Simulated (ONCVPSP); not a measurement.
**What the settings do to the ONCV potential of Cd (Z = 48)**

Base potential:

ONCVPSP 4.0.1 input, shortened (lines: element, Z, core and valence counts, functional; n l f; lmax; l rc ep ncon nbas qcut; lloc lpopt rc5 dvloc0; l nproj debl; icmod fcfact rcfact), LDA (Perdew-Wang 92), scalar-relativistic:

```
  Cd 48.00    7    3  -001012      upf
    1    0    2.00
    2    0    2.00
    2    1    6.00
    3    0    2.00
    3    1    6.00
    3    2   10.00
    4    0    2.00
    4    1    6.00
    4    2   10.00
    5    0    2.00
    2
    0    2.50    0.00    4    8    2.20
    1    1.15    0.00    4    7    9.90
    2    1.80    0.00    5    9   10.00
    4    5    1.10    1.00
    0    1    2.10
    1    2    1.90
    2    1    1.60
    3    5.75    1.40
```

In the p channel the program set the typed energies aside and used -2.462, 0.250 Ha.

All-electron outer shells of the reference configuration (LDA (PZ), scalar-relativistic, ld1.x):

| shell | level (eV) | outermost node (bohr) | outermost maximum (bohr) |
| --- | --- | --- | --- |
| 4s | -105.84 | 0.43 | 0.79 |
| 4p | -66.99 | 0.43 | 0.84 |
| 4d | -11.90 | 0.42 | 0.98 |
| 5s | -5.96 | 1.07 | 2.32 |

Cutoffs, loose and tight: the cutoffs (Ha) at which the residual kinetic energy of the hardest occupied pseudo-wave falls to 1 and 0.1 mHa per electron. They do not see the model core or the augmentation charge, which bear on the density cutoff. Test errors are all-electron minus pseudo excitation energies from the reference, over the configurations 4p6 4d10 5s1; 4p6 4d10 5s0; 4p6 4d9 5s0; 4p6 4d10 5s0 5p2. A dash means not determined; rows that change the core or the reference have their own tests.

A true bound ghost makes a file unfit for plane-wave use even where its test errors are small: the radial tests pick states by their node count and pass the ghost by.

```csv
change,outcome,"cutoff, loose","cutoff, tight",bound ghosts,GHOST(+) flags above zero,largest test error (meV)
base,"generated, projector energies reset by the program",41 Ha,54 Ha,s,none,-82
p: qcut 6,"generated, projector energies reset by the program",89 Ha,112 Ha,s,none,-82
p: qcut 8.2,"generated, projector energies reset by the program",51 Ha,106 Ha,s,none,-82
p: qcut 9,"generated, projector energies reset by the program",38 Ha,98 Ha,s,none,-82
p: qcut 11.2,"generated, projector energies reset by the program",47 Ha,56 Ha,s,none,-82
p: qcut 12.6,"generated, projector energies reset by the program",53 Ha,62 Ha,s,none,-82
p: qcut 13.4,"generated, projector energies reset by the program",55 Ha,66 Ha,s,none,-82
```

**Question.** What comes out with this change to the base: p: qcut 7.3?

**Answer.** outcome: generated, projector energies reset by the program; cutoff, loose: 85 Ha; cutoff, tight: 111 Ha; bound ghosts: s; GHOST(+) flags above zero: none; largest test error (meV): -82.

**Question.** What comes out with this change to the base: p: qcut 10.3?

**Answer.** outcome: generated, projector energies reset by the program; cutoff, loose: 43 Ha; cutoff, tight: 52 Ha; bound ghosts: s; GHOST(+) flags above zero: none; largest test error (meV): -82.

**Question.** What comes out with this change to the base: p: qcut 15?

**Answer.** outcome: generated, projector energies reset by the program; cutoff, loose: 66 Ha; cutoff, tight: 80 Ha; bound ghosts: s; GHOST(+) flags above zero: none; largest test error (meV): -82.

Reading the sweep of the qcut of the p channel (base included, trends over the rows without a ghost): Bound ghosts are found at 6, 7.3, 8.2, 9, 9.9, 10.3, 11.2, 12.6, 13.4, 15 1/bohr. Every judged row has one, so this setting neither creates nor removes them.
